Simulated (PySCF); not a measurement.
Arsenic: highly charged ions in a basis for the neutral atom

As¹⁹⁺ [Ne] 3s2 3p2, As²⁰⁺ [Ne] 3s2 3p1. All numbers are calculated (PySCF 2.14, scalar relativity through the core potential, in cc-pVDZ-PP with ECP10MDF (4s3p2d, 23 functions)). No spin-orbit coupling, so a gap to NIST mixes the basis error with missing relativistic terms.

Changed run: basis of the neutral atom used for a highly charged ion. This setting is unsound on purpose.

```tsv
species	method	sound run (hartree)	changed run (hartree)	converged
As¹⁹⁺	UHF	not run	-123.10670	yes
As¹⁹⁺	PBE	not run	-123.23702	yes
As¹⁹⁺	r2SCAN	not run	-123.27940	yes
As²⁰⁺	UHF	not run	-95.41375	yes
As²⁰⁺	PBE	not run	-95.52993	yes
As²⁰⁺	r2SCAN	not run	-95.53812	yes
```

Ionisation energy of As¹⁹⁺:

| method | changed run (eV) | NIST (eV) |
| --- | --- | --- |
| UHF | 753.56 | 774 ± 1.8 |
| PBE | 753.95 | 774 ± 1.8 |
| r2SCAN | 754.88 | 774 ± 1.8 |

The contracted functions were made for the neutral atom and can be too rigid for a highly charged ion.
